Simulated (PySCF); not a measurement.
**Continuum solvent and chemical shifts**

Numbering as in the mapped SMILES `[CH3:1][c:2]1[cH:3][cH:4][c:5]2[cH:6][cH:7][cH:8][cH:9][c:10]2[cH:11]1` (H(Xn): hydrogen on atom n).

GIAO PBE0/pcSseg-1 in PySCF 2.14.0 with density-fitted response routines on one PBE0-D3(BJ)/def2-SVP conformer, non-relativistic, equivalent nuclei averaged. Solvents enter as an IEF-PCM continuum (chloroform with ε = 4.7, acetonitrile with ε = 35.7) around the gas-phase geometry. Shifts are referred to TMS computed in the same medium.

In chloroform, δ in ppm: C2 142.8, C10 137.6, C5 135.5, C3 134.4, C4 134.3, C6 134.3, C9 133.9, C11 133.3, C8 132.6, C7 131.6, C1 24.1, H(C6) 8.07, H(C4) 8.06, H(C9) 8.04. Dipole moment 0.71 D.

Q: How does each δ change in the more polar medium?

A: 
```
atoms                        environment  Δδ, acetonitrile
   C2        substituted aromatic carbon              +1.0
  C10        ring-fusion aromatic carbon              +0.1
   C5        ring-fusion aromatic carbon              +0.1
   C3                        aromatic CH              +0.7
   C4                        aromatic CH              +0.4
   C6                        aromatic CH              +0.4
   C9                        aromatic CH              +0.4
  C11                        aromatic CH              +0.2
   C8                        aromatic CH              +0.6
   C7                        aromatic CH              +0.5
   C1  methyl carbon on an aromatic ring              +0.1
H(C6)         hydrogen on an aromatic CH             +0.09
H(C4)         hydrogen on an aromatic CH             +0.09
H(C9)         hydrogen on an aromatic CH             +0.09
```

Changes are relative to chloroform. The dipole moment becomes 0.77 D in acetonitrile.

Q: Which nuclei move most (in ppm), and what does the model miss?

A: C2 (substituted aromatic carbon, +1.0 ppm) in acetonitrile. A continuum only polarises the solute; specific hydrogen bonds, the anisotropy of aromatic solvents and changes of geometry or conformer are outside it.
